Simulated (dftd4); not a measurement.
tetrasilane (H10Si4), singlet, at a GFN2-xTB geometry; D4 for b97d (dftd4).

The dftd4 input:
```
$ dftd4 mol.xyz --func b97d --charge 0 --json dftd4.json --noedisp

# file mol.xyz
14

Si     2.12583184    -0.97992047     0.95213831
Si     1.08981859     0.98375056     0.30426897
Si    -0.75044984     0.70364371    -1.09076116
Si    -2.44442748    -0.60418660    -0.21378814
H      3.28463556    -0.80359186     1.82955270
H      1.19310244    -1.85202856     1.67198931
H      2.60001803    -1.74488376    -0.20450490
H      2.07880162     1.89236712    -0.29930356
H      0.65736030     1.72312849     1.50366285
H     -0.28813097     0.11273720    -2.35935737
H     -1.29524875     2.00357968    -1.51659198
H     -2.96034576    -0.04672178     1.03956982
H     -3.60309509    -0.77983848    -1.09151795
H     -1.95792107    -1.95076868     0.10048935
```

The log (banner, timings and long lists left out):

```
                    ____  _____ _____     ____  _  _
      -------------|  _ \|  ___|_   _|---|  _ \| || |------------
     |             | | | | |_    | | ___ | | | | || |_           |
     |             | |_| |  _|   | ||___|| |_| |__   _|          |
     |             |____/|_|     |_|     |____/   |_|            |
     |             ===================================           |
     |            E. Caldeweyher, S. Ehlert & S. Grimme          |
     |          Mulliken Center for Theoretical Chemistry        |
     |                    University of Bonn                     |
      -----------------------------------------------------------

Rational (Becke-Johnson) damping: b97d-D4-ATM
---------------------
  s6         1.0000
  s8         1.6946
  s9         1.0000
  a1         0.2890
  a2         4.1341
 alp        16.0000
--------------------

Dispersion energy:      -5.3192318401891E-02 Eh

[Info] JSON dump of results written to 'dftd4.json'
```
